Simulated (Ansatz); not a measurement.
`[O]=[Mo]([F])([Cl])([Cl])[Cl]` + H₂O → `[O]=[Mo]([OH])([F])([Cl])[Cl]` + HCl at 700 K and 1 bar (formal hydrolysis of a Mo–Cl bond).

Calculated with Ansatz (gas phase, PBE0-D4/def2-TZVP geometries, no zero-point term in ΔE). CCSD(T)/CBS adds triple-zeta CCSD(T) − MP2 to the extrapolated MP2 energy (def2 sets, frozen cores). This one scheme is used for every species. Elements past krypton have def2 core potentials. For Mo outer-core shells are correlated without core-valence functions, which leaves a few kJ/mol of doubt a bond. Each species was taken in one conformer, which may not be the lowest.

```tsv
species	CCSD(T)/CBS energy (Eh)	H − E (kJ/mol)	S (J/(mol·K))
`[O]=[Mo]([F])([Cl])([Cl])[Cl]`	-1622.61548	98.0	486.0
H₂O	-76.37941	80.5	218.4
`[O]=[Mo]([OH])([F])([Cl])[Cl]`	-1238.60751	134.6	500.0
HCl	-460.38127	38.4	211.8
```

H − E and S are ideal-gas, rigid-rotor, harmonic terms from PBE0-D4/def2-TZVP, for one conformer and one mirror image of each species. 1 Eh = 2625.50 kJ/mol, R = 8.31446 J/(mol·K).

Problem. By hand: ΔE, ΔH, ΔS and ΔG.

Solution. ΔE = (-1238.60751) + (-460.38127) − (-1622.61548) − (-76.37941) = 0.00611 Eh = 16.0 kJ/mol. Δ(H − E) = 134.6 + 38.4 − 98.0 − 80.5 = -5.5, so ΔH = 10.5 kJ/mol. ΔS = 500.0 + 211.8 − 486.0 − 218.4 = 7.4 J/(mol·K). ΔG = 10.5 − 700 × (7.4)/1000 = 5.3 kJ/mol.

Problem. By hand: the equilibrium constant, and the temperature at which ΔG would vanish if ΔH and ΔS stayed fixed.

Solution. log₁₀ K = −ΔG/(RT ln 10) = -0.4. ΔG = 0 at ΔH/ΔS = 1419 K, though so small a ΔS makes that figure unsure.

TΔS isn't small against ΔH here. The sign of ΔG lies within the doubt. A doubt of 5 kJ/mol in ΔE shifts log₁₀ K by 0.4 here. Other conformers and mirror images would add mixing entropy, several J/(mol·K) or more a flexible species. Modes under 60 cm⁻¹, often nearly free rotors, make the harmonic entropy too high. These are equilibria of isolated gas molecules and say nothing of rates. Largest T1 diagnostic: 0.024 (customary marks: 0.02 for closed shells, 0.045 for open ones).
